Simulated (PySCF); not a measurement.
Species: C₃H₂BF₂N.
SMILES: `[H]/N=C\C#CB(F)F`

The closed-shell ground state was solved at several levels (PySCF, density fitting, gas phase, non-relativistic). Isolated species at its PBE0-D3(BJ)/def2-SVP geometry, gas phase.

| level | basis functions | total energy (Eh) | HOMO (eV) | LUMO (eV) | gap (eV) | dipole (D) |
| --- | --- | --- | --- | --- | --- | --- |
| CAM-B3LYP/pcSseg-2 | 280 | -394.8786 | -9.95 | -0.97 | 8.98 | 0.39 |
| PBE0/STO-3G | 37 | -389.1140 | -5.62 | 1.31 | 6.93 | 1.72 |
| BLYP/pcSseg-2 | 280 | -394.9618 | -6.92 | -2.93 | 3.99 | 0.36 |
| KT3/pcSseg-2 | 280 | -400.5241 | -7.26 | -3.03 | 4.23 | 0.29 |
| HF/pcSseg-2 | 280 | -392.9876 | -11.13 | 1.74 | 12.87 | 0.42 |
| BHandHLYP/pcSseg-2 | 280 | -394.8338 | -9.64 | -1.02 | 8.62 | 0.37 |
| PBE0/pcSseg-2 | 280 | -394.5890 | -8.63 | -2.13 | 6.50 | 0.33 |
| B97-D/pcSseg-2 | 280 | -394.7779 | -7.05 | -2.97 | 4.08 | 0.36 |
| HF/pcJ-1 | 209 | -392.8274 | -11.16 | 1.88 | 13.04 | 0.38 |

Q: Estimate the row for PBE0/6-31G, a basis of 67 functions; the other rows only guide the guess.

A: Total energy -394.3155 Eh, HOMO -8.18 eV, LUMO -1.89 eV, gap 6.29 eV, dipole 0.17 D.

Q: Over all these levels, which gives the widest orbital gap and which the narrowest?

A: HF/pcJ-1 (Hartree–Fock, all exact exchange) has the widest, 13.04 eV, and BLYP/pcSseg-2 (GGA) the narrowest, 3.99 eV. Functional and basis both differ between the two, so the spread mixes both effects.

Q: How much does the basis alone move the frontier levels among the 3 PBE0 rows (the withheld one included)?

A: The HOMO by 3.01 eV and the LUMO by 3.44 eV. By rising basis size (HOMO, LUMO in eV): STO-3G -5.62, 1.31; 6-31G -8.18, -1.89; pcSseg-2 -8.63, -2.13.

Q: In the pcSseg-2 basis, how does the gap go with the fixed share of exact exchange?

A: BLYP (0 %) 3.99 eV; B97-D (0 %) 4.08 eV; KT3 (0 %) 4.23 eV; PBE0 (25 %) 6.50 eV; BHandHLYP (50 %) 8.62 eV; HF (100 %) 12.87 eV. Each rise in the share widens the gap here.

Q: How far do the dipole and the HOMO energy spread over the levels?

A: The dipole runs from 0.17 to 1.72 D (mean 0.48 D) and the HOMO from -11.16 to -5.62 eV.

The pairwise dispersion term of B97-D wasn't added to the energies; at a given geometry it leaves orbitals and properties as they are.
